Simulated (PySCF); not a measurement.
C3H11NSi2, SMILES [SiH3][C@@H]1CCN1[SiH3].

The structure is a stationary point at r2SCAN-D4/def2-SVP. The structure was generated by enumeration; whether it is a known compound was not checked.

These are TDA-PBE/def2-SVPD (PySCF) values and carry that method's errors.

Vertical excitations. The molecule is in vacuum.

Task: Give excitation energies, oscillator strengths and character. (An estimate is asked for; the answer gives what the named calculation found.)

Result: 
```
state  energy (eV)  λ (nm)      f                          main pairs
-----  -----------  ------  -----  ----------------------------------
S1            4.56     272  0.009                      HOMO→LUMO 98 %
S2            4.95     250  0.010                    HOMO→LUMO+1 96 %
S3            5.20     239  0.003                    HOMO→LUMO+2 99 %
S4            5.45     228  0.026  HOMO→LUMO+4 70 %, HOMO→LUMO+3 28 %
S5            5.48     226  0.050  HOMO→LUMO+3 67 %, HOMO→LUMO+4 26 %
S6            5.63     220  0.017                    HOMO→LUMO+5 88 %
T1            4.38     283      0                      HOMO→LUMO 98 %
T2            4.74     261      0                    HOMO→LUMO+1 98 %
```
Triplets are in the Tamm–Dancoff approximation.
